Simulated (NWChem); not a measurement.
System: MoH6O3; SMILES [OH][MoH3]([OH])[OH]

Here is an NWChem input.

```
start job
memory heap 200 mb stack 900 mb global 1100 mb
geometry units angstroms
  Mo     0.162314    -0.196764     0.117243
  O     -1.588513    -0.463842     0.008261
  H     -2.473974    -0.826247     0.063658
  O      0.119965     1.431040     0.822389
  H      0.260887     2.207003     1.366880
  O      0.444504     0.274266    -1.570281
  H      0.780545     0.354838    -2.464168
  H      0.357916    -1.760920    -0.362233
  H      0.084000    -0.786290     1.653738
  H      1.796747    -0.164566     0.323690
end
basis spherical
  * library def2-svp
end
ecp
  Mo library def2-ecp
end
dft
  xc pbe0
  iterations 150
end
driver
  maxiter 120
end
task dft optimize
```

Output (shortened):

```
             Northwest Computational Chemistry Package (NWChem) 7.3.0
             --------------------------------------------------------

 C3  symmetry detected

                             Geometry "geometry" -> ""
                             -------------------------

 Output coordinates in angstroms (scale by  1.889725989 to convert to a.u.)

  No.       Tag          Charge          X              Y              Z
 ---- ---------------- ---------- -------------- -------------- --------------
    1 Mo                  42.0000     0.00000000     0.00000000     0.29441361
    2 O                    8.0000     0.53000122     1.45228724    -0.57669501
    3 H                    1.0000     0.84867255     2.32499697    -0.81180025
    4 O                    8.0000     0.99271703    -1.18513814    -0.57669501
    5 H                    1.0000     1.58917017    -1.89747047    -0.81180025
    6 O                    8.0000    -1.52271825    -0.26714910    -0.57669501
    7 H                    1.0000    -2.43784271    -0.42752650    -0.81180025
    8 H                    1.0000    -0.83641035     0.99838610     1.30356983
    9 H                    1.0000     1.28283290     0.22515956     1.30356983
   10 H                    1.0000    -0.44642255    -1.22354566     1.30356983

 Effective nuclear repulsion energy (a.u.)     441.0103858735

      Symmetry information
      --------------------

 Group name             C3
 Group number              5
 Group order               3
 No. of unique centers     4

                                Z-matrix (autoz)
                                --------

 Units are Angstrom for bonds and degrees for angles

      Type          Name      I     J     K     L     M      Value
      ----------- --------  ----- ----- ----- ----- ----- ----------
    1 Stretch                  1     2                       1.77451
    2 Stretch                  1     4                       1.77451
    3 Stretch                  1     6                       1.77451
    4 Stretch                  1     8                       1.64765
    5 Stretch                  1     9                       1.64765
    6 Stretch                  1    10                       1.64765
    7 Stretch                  2     3                       0.95836
    8 Stretch                  4     5                       0.95836
    9 Stretch                  6     7                       0.95836
   10 Bend                     1     2     3               164.80091
   11 Bend                     1     4     5               164.80091
   12 Bend                     1     6     7               164.80091
   13 Bend                     2     1     4                97.96236
   14 Bend                     2     1     6                97.96236
   15 Bend                     2     1     8                87.49946
   16 Bend                     2     1     9                87.49447
   17 Bend                     2     1    10               171.63072
   18 Bend                     4     1     6                97.96236
   19 Bend                     4     1     8               171.63072
   20 Bend                     4     1     9                87.49946
   21 Bend                     4     1    10                87.49447
   22 Bend                     6     1     8                87.49447
   23 Bend                     6     1     9               171.63072
   24 Bend                     6     1    10                87.49946
   25 Bend                     8     1     9                86.40514
   26 Bend                     8     1    10                86.40514
   27 Bend                     9     1    10                86.40514
   28 Torsion                  2     1     4     5         130.41253
   29 Torsion                  2     1     6     7        -130.33433
   30 Torsion                  3     2     1     4        -130.33433
   31 Torsion                  3     2     1     6         130.41253
   32 Torsion                  3     2     1     8          43.29525
   33 Torsion                  3     2     1     9         -43.21271
   34 Torsion                  3     2     1    10           0.01640
   35 Torsion                  4     1     6     7         130.41253
   36 Torsion                  5     4     1     6        -130.33433
   37 Torsion                  5     4     1     8           0.01640
   38 Torsion                  5     4     1     9          43.29525
   39 Torsion                  5     4     1    10         -43.21271
   40 Torsion                  7     6     1     8         -43.21271
   41 Torsion                  7     6     1     9           0.01640
   42 Torsion                  7     6     1    10          43.29525

                           NWChem Geometry Optimization
                           ----------------------------

 maximum gradient threshold         (gmax) =   0.000450
 rms gradient threshold             (grms) =   0.000300
 maximum cartesian step threshold   (xmax) =   0.001800
 rms cartesian step threshold       (xrms) =   0.001200
 fixed trust radius                (trust) =   0.300000
 source of zmatrix                         =   autoz

          -------------------
          Energy Minimization
          -------------------

 Using diagonal initial Hessian
 Scaling for Hessian diagonals: bonds = 1.00  angles = 0.25  torsions = 0.10

          --------
          Step   0

[...]

      ----------------------
      Optimization converged
      ----------------------

  Step       Energy      Delta E   Gmax     Grms     Xrms     Xmax
  ---- ---------------- -------- -------- -------- -------- --------
@    9    -297.08135818 -1.7D-07  0.00003  0.00001  0.00024  0.00049
                                     ok       ok       ok       ok

                                Z-matrix (autoz)
                                --------

 Units are Angstrom for bonds and degrees for angles

[...]
```

Level: PBE0/def2-SVP with def2 effective core potentials on Mo. No frequency run checked for a minimum. def2 effective core potentials on Mo; no spin-orbit coupling.
